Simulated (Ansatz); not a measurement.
Wavefunction ladder for C₂HF₂Si (`[C]#C[SiH](F)F`) radical

```xyz
6

C     0.0777   -1.5390   -1.9435
C     0.0359   -0.7690   -1.0097
Si   -0.0102    0.3036    0.4496
F    -1.4092    1.0354    0.4991
F     1.1102    1.4076    0.3051
H     0.1956   -0.4387    1.6994
```

Total charge 0; spin multiplicity 2. The structure was optimised at the PBE0-D4/def2-TZVP level. Frozen core, unrestricted reference, Ansatz 0.2.0. CBS rows extrapolate triple and quadruple zeta; past MP2 they add the triple-zeta difference.

```csv
basis,HF (Eh),MP2 corr.,CCSD corr.,(T),CCSD(T) total
def2-SVP,-563.80334,-0.64122,-0.68686,-0.01808,-564.50828
def2-TZVPP,-564.26593,-0.83620,-0.87630,-0.03331,-565.17554
def2-QZVPP,-564.28811,-0.91093,–,–,–
CBS(def2),-564.29116,-0.96629,-1.00639,as TZ,-565.33086
```

The UHF reference is spin-contaminated (⟨S²⟩ = 1.18, T1 = 0.041).
